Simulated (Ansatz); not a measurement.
Reaction (atomization): `[F][Ge]([Cl])([Cl])[I]` → 2 Cl• + F• + Ge• + I•

Calculated with Ansatz (gas phase, PBE0-D4/def2-TZVP geometries, no zero-point term in ΔE). CBS: MP2 limit from def2 TZ/QZ plus the TZ coupled-cluster correction, frozen cores. This one scheme is used for every species, atoms too. Functionals use def2-TZVPP. B3LYP here is the variant with VWN-RPA as its local correlation; programs differ in this. Open shells (•) are unrestricted, without spin–orbit coupling. Spin–orbit coupling would lower the free atoms: a little for Cl, F; clearly for Ge; strongly for I. Elements past krypton have def2 core potentials. Bonds to Ge, I are less sure, by a few kJ/mol each and by 10 to 20 or more in all where they break to atoms, as the def2 sets lack core-valence functions. Scalar relativity is left out up to krypton.

CCSD(T)/CBS gives +344.7 kcal/mol.

(1) Another level gave +322.6 kcal/mol. Which?
A. B3LYP/def2-TZVPP
B. BHLYP/def2-TZVPP
C. LC-ωPBE/def2-TZVPP
D. CCSD(T)/def2-TZVPP

Largest T1 diagnostic among the species: 0.010.

## Answers

(1) A. B3LYP 322.6, BHLYP 310.9, CCSD(T)/def2-TZVPP 332.2, LC-ωPBE 333.8 kcal/mol.

From r2SCAN to r2SCAN0 (25 % exact exchange), in def2-TZVPP and without D4, ΔE moves by −11.8 kcal/mol: exact exchange takes away binding that semilocal exchange gives to molecules. In def2-TZVPP, CCSD(T) changes the Hartree–Fock value by +100.6 kcal/mol (the triples alone add +10.9 kcal/mol) and MP2 by +122.9 kcal/mol; breaking electron pairs costs correlation energy, which Hartree–Fock lacks.

For atomizations the MP2-based limit and the directly extrapolated one differ by several kJ/mol either way, and by 10 to 25 for some Ge, Se and Sn compounds, so smaller differences from it don't rank the levels.
